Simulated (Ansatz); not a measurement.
C2H8O2Si can be A, `CO[SiH](C)O`, or B, `CC[SiH](O)O`.

Gas-phase electronic energies from Ansatz, PBE0-D4/def2-TZVP geometries. CBS: MP2 limit from def2 TZ/QZ plus the TZ coupled-cluster correction, frozen cores. Functionals use def2-TZVPP. B3LYP here is the variant with VWN-RPA as its local correlation; programs differ in this. One conformer a species, not always the lowest.

Problem. Which is lower in electronic energy at CCSD(T)/CBS, and by how much? (Best estimate.)

Solution. The calculation gave: B, by 11.1 kcal/mol.

Problem. Give E(B) − E(A) in kcal/mol with B3LYP, ωB97M-V, PBE0-D4, CCSD/def2-TZVPP, B2PLYP, PBE-D4, r2SCAN-D4. (An estimate is asked.)

Solution. Ansatz gave: B3LYP -8.9, ωB97M-V -10.3, PBE0-D4 -10.5, CCSD/def2-TZVPP -10.5, B2PLYP -9.8, PBE-D4 -10.2, r2SCAN-D4 -9.9. None reverses the order clearly.

Largest T1 diagnostic: 0.011.

In def2-TZVPP, CCSD(T) changes the Hartree–Fock value by −2.6 kcal/mol (the triples alone add −0.2 kcal/mol) and MP2 by −3.7 kcal/mol.
